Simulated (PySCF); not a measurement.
**Polarisability and C₆ of Be (beryllium, neutral)**

[He] 2s2, closed-shell 1S. Computed with PySCF 2.14 in aug-cc-pCVTZ-DK, with scalar relativity by spin-free X2C-1e. Coupled (time-dependent) response in atomic units; α is the mean over directions.

```tsv
method	mean α (bohr³)	C₆ (like pair)	S(−4)
UHF	45.45	281.7	1411
PBE	42.66	255.4	1257
PBE0	42.75	256.4	1258
M06-2X	41.99	235.9	1372
```

S(−4) is the Cauchy moment in α(ω) = α(0) + S(−4) ω² + …

Reference α: 37.74 ± 0.03 bohr³ (recommended; Schwerdtfeger and Nagle, table of static dipole polarizabilities (2023 update)). Published C₆: 227.0 (Chu and Dalgarno (2004); Tang, Norbeck and Certain (1976)).

Hartree-Fock lies above the reference because it lacks correlation, which contracts the outer shell.

α(iu) at UHF:

```tsv
u (hartree)	α(iu) (bohr³)
0	45.45
0.0500	42.18
0.100	34.72
0.200	20.47
0.300	12.28
0.500	5.538
0.750	2.768
1.00	1.670
1.50	0.8135
2.00	0.4890
3.00	0.2420
5.00	0.1028
```
